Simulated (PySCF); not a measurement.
## Electron correlation in O²⁺ (oxygen, charge +2)

[He] 2s1 2p3, high-spin 5S determinant (an excited configuration). All numbers are calculated (PySCF 2.14, no relativity, point nucleus, in aug-cc-pwCVTZ). Frozen: 1s2; 4 electrons correlated.

MP2 pair energies summed by pair of shells (mhartree):

```
 pair  energy  share (%)
2p-2p  -23.53       79.6
2s-2p   -6.03       20.4
```

Total MP2 correlation energy: -29.57 mhartree.

Same-spin part -29.57 and opposite-spin part 0.00 mhartree; SCS-MP2 scales them by 1/3 and 6/5 to -9.86 mhartree.
